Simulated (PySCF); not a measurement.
Compound: C3H9AlO.
Atom-mapped SMILES: `[CH3:1][CH2:2][AlH:3][O:4][CH3:5]` (hydrogens: H6, H7, H8 on C1; H9, H10 on C2; H11 on Al3; H12, H13, H14 on C5)

The calculation used PySCF 2.14.0, PBE0-D3(BJ)/def2-SVP geometry optimisation, gas phase.

Question: List the bond lengths, angles and torsions at this level.

Answer: 
```json
{"bond": "C1–C2", "length (Å)": "1.529", "order": "single"}
{"bond": "C2–Al3", "length (Å)": "1.955", "order": "single"}
{"bond": "Al3–O4", "length (Å)": "1.703", "order": "single"}
{"bond": "O4–C5", "length (Å)": "1.387", "order": "single"}
{"bond": "C1–H6, C1–H7, C1–H8", "length (Å)": "1.102", "order": "single"}
{"bond": "C2–H9, C2–H10", "length (Å)": "1.106", "order": "single"}
{"bond": "Al3–H11", "length (Å)": "1.594", "order": "single"}
{"bond": "C5–H12, C5–H13, C5–H14", "length (Å)": "1.106", "order": "single"}
```

Bonds in one row agree within 0.01 Å and their mean is given. Orders are formal, as drawn. A selection of angles:
```json
{"angle": "C2–C1–H6", "degrees": "112.3"}
{"angle": "H6–C1–H7", "degrees": "107.0"}
{"angle": "H7–C1–H8", "degrees": "106.5"}
{"angle": "C1–C2–Al3", "degrees": "116.2"}
{"angle": "C1–C2–H9", "degrees": "110.6"}
{"angle": "Al3–C2–H9", "degrees": "107.2"}
{"angle": "H9–C2–H10", "degrees": "104.2"}
{"angle": "C2–Al3–O4", "degrees": "117.3"}
{"angle": "C2–Al3–H11", "degrees": "124.8"}
{"angle": "O4–Al3–H11", "degrees": "117.9"}
{"angle": "Al3–O4–C5", "degrees": "138.3"}
{"angle": "O4–C5–H12", "degrees": "110.8"}
{"angle": "O4–C5–H14", "degrees": "113.1"}
{"angle": "H12–C5–H13", "degrees": "107.0"}
```

Dihedral angles: C1–C2–Al3–O4 179° (antiperiplanar); C2–Al3–O4–C5 179° (antiperiplanar).

Al3 (aluminium bonded to C, O and H) is planar (angles 124.8°, 117.9° and 117.3°, sum 360.0°, 0.00 Å off the plane of its three neighbours). The 5 heavy atoms lie in one plane (0.004 Å rms).

Not checked by PBE0-D3(BJ)/def2-SVP frequencies. One conformer, not necessarily the lowest.
